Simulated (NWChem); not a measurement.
# GeH4O2; SMILES [GeH2]([OH])[OH]

```xyz
7

Ge     0.0000     0.0000     0.2936
O     -1.4780    -0.0656    -0.7250
O      1.4780     0.0656    -0.7250
H     -0.0795    -1.3039     1.1176
H      0.0795     1.3039     1.1176
H     -1.5722     0.7532    -1.2372
H      1.5722    -0.7532    -1.2372
```
Atoms are numbered in this order, from 1.

The geometry was optimised at B3LYP/6-31G* (spherical d).

Q: Give the principal values of the shielding tensors (ppm) of Ge1, O2 from PBE0/pcSseg-1, GIAO (NWChem), with their diamagnetic and paramagnetic parts as GIAO splits them.

A: 
```
atom     σ11     σ22     σ33  isotropic  diamagnetic  paramagnetic
----  ------  ------  ------  ---------  -----------  ------------
Ge1   1232.1  1323.1  1385.8     1313.7       2757.5       -1443.8
O2     226.8   280.8   318.3      275.3        392.7        -117.4
```
